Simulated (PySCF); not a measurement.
Precursor series Zn Cl-NH2. All species are isolated molecules in the gas phase. One relaxed conformer stands for each flexible species; it need not be the lowest.

The HOMO from two functionals at the same geometries (PBE-D3(BJ)/def2-SVP), both in PySCF: PBE-D3(BJ)/def2-TZVP and TPSSh-D3(BJ)/def2-TZVP. 

```csv
species,PBE-D3(BJ)/def2-TZVP (eV),TPSSh-D3(BJ)/def2-TZVP (eV)
0 of 2 Cl replaced by NH2,-7.74,-8.39
1 of 2 Cl replaced by NH2,-6.19,-6.77
2 of 2 Cl replaced by NH2,-5.53,-6.09
```

Over these rows, drawn at random from the members with no instability flagged (it was tested for open shells, ions and some series alone), PBE minus TPSSh-D3(BJ): mean +0.59 eV, from +0.56 eV to +0.64 eV.
